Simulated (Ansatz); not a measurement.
Consider the ligand exchange at the Si–N bond: `N[SiH](F)F` + `N[SiH](Cl)Cl` → `F[SiH](F)N[SiH](Cl)Cl` + NH₃.

Computed with Ansatz on PBE0-D4/def2-TZVP structures; ΔE is electronic, products minus reactants. CCSD(T)/CBS adds triple-zeta CCSD(T) − MP2 to the extrapolated MP2 energy (def2 sets, frozen cores). This one scheme is used for every species. DFT in def2-TZVPP. B3LYP here is the variant with VWN-RPA as its local correlation; programs differ in this. Each species was taken in one conformer, which may not be the lowest.

```csv
species,B3LYP energy (Eh)
`N[SiH](F)F`,-546.06144
`N[SiH](Cl)Cl`,-1266.70464
`F[SiH](F)N[SiH](Cl)Cl`,-1756.17540
NH₃,-56.58862
```

Problem. Work out ΔE.

Solution. ΔE = (-1756.17540) + (-56.58862) − (-546.06144) − (-1266.70464) = 0.00206 Eh = +5.4 kJ/mol. CCSD(T)/CBS gives -5.5 kJ/mol.

Largest T1 diagnostic among the species: 0.011.

In def2-TZVPP, CCSD(T) changes the Hartree–Fock value by −10.8 kJ/mol (the triples alone add −1.8 kJ/mol) and MP2 by −10.5 kJ/mol. The D4 term adds −10.2 kJ/mol with B3LYP and −6.0 kJ/mol with PBE0; it sums over pairs of atoms, weighted by their polarisabilities, and B3LYP, whose exchange is more repulsive, gets the larger term.
